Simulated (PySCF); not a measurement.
**`c1c(OCC)ccc(C)c1`, C₉H₁₂O**

Geometry:
| atom | x (Å) | y (Å) | z (Å) |
| --- | --- | --- | --- |
| C1 | 4.245 | -0.461 | -0.235 |
| C2 | 2.827 | -0.895 | 0.047 |
| O3 | 1.972 | 0.178 | -0.262 |
| C4 | 0.641 | 0.027 | -0.090 |
| C5 | -0.161 | 1.131 | -0.409 |
| C6 | -1.539 | 1.063 | -0.260 |
| C7 | -2.172 | -0.098 | 0.208 |
| C8 | -3.667 | -0.177 | 0.335 |
| C9 | -1.357 | -1.186 | 0.525 |
| C10 | 0.031 | -1.139 | 0.383 |
| H11 | 4.363 | -0.189 | -1.293 |
| H12 | 4.510 | 0.414 | 0.376 |
| H13 | 4.947 | -1.275 | -0.003 |
| H14 | 2.709 | -1.182 | 1.109 |
| H15 | 2.560 | -1.780 | -0.561 |
| H16 | 0.328 | 2.037 | -0.771 |
| H17 | -2.143 | 1.939 | -0.513 |
| H18 | -3.968 | -0.878 | 1.127 |
| H19 | -4.104 | 0.805 | 0.568 |
| H20 | -4.131 | -0.525 | -0.603 |
| H21 | -1.815 | -2.106 | 0.899 |
| H22 | 0.623 | -2.015 | 0.647 |

Computed with TDDFT CAM-B3LYP/def2-SVPD excited states, vertical, gas phase in PySCF. Geometry: PBE0-D3(BJ)/def2-SVP.

Question: How strongly do the lowest singlets absorb one photon, and two photons of half the energy?

Answer: δ for parallel linear polarisation; σ at the peak of a Lorentzian of half width 0.1 eV, single beam; Ω is circular over linear.
```csv
state,E (eV),f,photon λ (nm),δ (au),σ (GM),Ω,main
S1,5.03,0.035,493,1.19,0.01,1.44,"HOMO→LUMO 0.82, HOMO−1→LUMO+1 0.15"
S2,5.81,0.142,427,42.1,0.52,0.88,"HOMO→LUMO+1 0.76, HOMO−1→LUMO 0.20"
S3,6.21,0.007,400,8.29,0.12,1.50,"HOMO→LUMO+2 0.77, HOMO→LUMO+3 0.11"
S4,6.65,0.007,373,51.4,0.83,1.50,HOMO→LUMO+3 0.79
S5,6.82,0.263,364,20.3,0.35,0.90,"HOMO→LUMO+4 0.45, HOMO−1→LUMO 0.25"
S6,6.84,0.560,363,22.9,0.39,0.79,"HOMO−1→LUMO 0.50, HOMO→LUMO+4 0.23"
```

Among these, the strongest one-photon state is S6, the strongest two-photon state S4, with a dipole change of 1.3 D (relaxed, norm of the difference vector).
